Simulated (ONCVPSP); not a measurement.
lithium ONCV: all-electron and pseudo phase curves

ONCVPSP 4.0.1 input, shortened (lines: element, Z, core and valence counts, functional; n l f; lmax; l rc ep ncon nbas qcut; lloc lpopt rc5 dvloc0; l nproj debl; icmod fcfact rcfact), PBE, scalar-relativistic:

```
  Li 3.00    1    1        4      upf
    1    0    2.00
    2    0    1.00
    2
    0    4.22    0.00    4    9    2.70
    1    3.00    0.06    3    8    2.40
    2    2.85    0.04    4    8    3.80
    4    5    2.60    0.00
    0    2    3.70
    1    2    3.50
    2    1    0.70
    1    0.55    0.00
```

In the p channel the program set the typed energies aside and used 0.050, 3.550 Ha.

The phase is arctan(r·R′/R) of the radial function R(r), unwrapped; energies in Ha, scanned from -2 to 5 Ha. A pole is an energy at which the radial function vanishes at the test radius. The pseudo phase is shifted by a multiple of π to meet the all-electron one at the reference energy, and phase errors are pseudo minus all-electron; the curves can meet again beyond the range given. Levels narrower than the energy grid can be missing from the lists of poles. Where the grid stepped over a known ghost or core level, its pole and its step of π were put in at the level’s energy.

Question: For each channel, where are the poles, and over which energies does the pseudopotential scatter like the atom?

Answer:

| channel | radius (bohr) | reference energy (Ha) | poles, all-electron | poles, pseudo | unbroken range about the reference energy with phases within 0.05 rad | phase error 1 Ha above the reference energy (rad) |
| --- | --- | --- | --- | --- | --- | --- |
| s | 4.29 | -0.11 | -1.91, 0.07, 1.14, 2.83 | 0.09, 1.86, 2.48, 4.26 | -1.9 to 0.1 | +0.782 |
| p | 3.05 | 0.05 | 0.45, 2.25 | 0.76, 3.79 | -0.1 to 0.3 | +1.268 |
| d | 2.89 | 0.04 | 1.48, 4.18 | 1.50, 4.42 | below 2.2 | +0.002 |

Note: no bound ghost flagged; GHOST(+) flagged for s at 52.1 eV, p at 102.4 eV.

Phases in the d channel:

| E (Ha) | all-electron | pseudo |
| --- | --- | --- |
| -1.98 | 1.372 | 1.372 |
| -1.80 | 1.362 | 1.362 |
| -1.62 | 1.350 | 1.350 |
| -1.44 | 1.336 | 1.336 |
| -1.26 | 1.319 | 1.319 |
| -1.08 | 1.299 | 1.299 |
| -0.90 | 1.273 | 1.273 |
| -0.72 | 1.240 | 1.240 |
| -0.54 | 1.195 | 1.195 |
| -0.36 | 1.131 | 1.131 |
| -0.18 | 1.031 | 1.031 |
| 0.00 | 0.860 | 0.860 |
| 0.18 | 0.522 | 0.522 |
| 0.36 | -0.119 | -0.119 |
| 0.54 | -0.776 | -0.775 |
| 0.72 | -1.129 | -1.128 |
| 0.90 | -1.311 | -1.310 |
| 1.08 | -1.421 | -1.419 |
| 1.26 | -1.497 | -1.494 |
| 1.44 | -1.557 | -1.554 |
| 1.62 | -1.613 | -1.607 |
| 1.80 | -1.672 | -1.663 |
| 1.98 | -1.748 | -1.730 |
| 2.16 | -1.868 | -1.828 |
| 2.34 | -2.133 | -2.015 |
| 2.52 | -2.988 | -2.529 |
| 2.70 | -4.025 | -3.675 |
| 2.88 | -4.353 | -4.226 |
| 3.06 | -4.484 | -4.418 |
| 3.24 | -4.555 | -4.512 |
| 3.42 | -4.601 | -4.569 |
| 3.60 | -4.636 | -4.608 |
| 3.78 | -4.663 | -4.638 |
| 3.96 | -4.686 | -4.662 |
| 4.14 | -4.707 | -4.684 |
| 4.32 | -4.728 | -4.703 |
| 4.50 | -4.748 | -4.721 |
| 4.68 | -4.771 | -4.739 |
| 4.86 | -4.797 | -4.758 |
